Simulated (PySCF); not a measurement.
Krypton: a sound run and one with changed settings

Sound run: Kr⁺ [Ar] 3d10 4s2 4p5, Kr²⁺ [Ar] 3d10 4s2 4p4. Computed with PySCF 2.14 in cc-pVDZ-PP with ECP10MDF (4s3p2d, 23 functions), with a scalar-relativistic core potential. The sound run starts from symmetry-adapted Hartree-Fock orbitals and uses a fine grid where one is needed.

Changed run: 14 angular points. This setting is unsound on purpose.

| species | method | sound run (hartree) | changed run (hartree) | converged |
| --- | --- | --- | --- | --- |
| Kr⁺ | UHF | -461.69600 | -461.69600 | yes |
| Kr⁺ | B3LYP | -463.10673 | -463.10669 | yes |
| Kr⁺ | LDA | -462.39513 | -462.39562 | yes |
| Kr²⁺ | UHF | -460.84097 | -460.84097 | yes |
| Kr²⁺ | B3LYP | -462.20845 | -462.20827 | yes |
| Kr²⁺ | LDA | -461.49220 | -461.49181 | yes |

Ionisation energy of Kr⁺:

| method | sound run (eV) | changed run (eV) |
| --- | --- | --- |
| UHF | 23.267 | 23.267 |
| B3LYP | 24.444 | 24.447 |
| LDA | 24.570 | 24.594 |

A coarse angular grid integrates products of high-l functions wrongly, so density functionals can shift, and the SCF can exploit the error; Hartree-Fock and MP2 need no grid.

For comparison, NIST gives 24.360 eV between the lowest levels.
